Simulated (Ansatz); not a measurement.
Ansatz (a first-principles code) input:

Ansatz 0.2 input:
```yaml
crystal:
  periodic: [false, false, false]
  atoms:
    - {symbol: Y, position_ang: [0.63292088, -0.43788230, -0.53407574]}
    - {symbol: Br, position_ang: [-2.00946717, -0.72739815, -0.26628377]}
    - {symbol: Br, position_ang: [-0.59465937, 1.92393732, -0.76342573]}
    - {symbol: Br, position_ang: [1.89887184, -0.70861318, 1.62482247]}
basis:
  gaussian:
    orbitals: def2-TZVPD
hamiltonian:
  xc: {name: B3LYP}
total_charge: 1
magnetization: {spin_polarized: true, initial_magnetization: 1}
output: {forces: true}
```

Problem. What final total energy does it print?

Solution. -7760.79548 Eh (B3LYP/def2-TZVPD). The basis has 211 functions.

The spin state was set by rule; other spins were not relaxed.
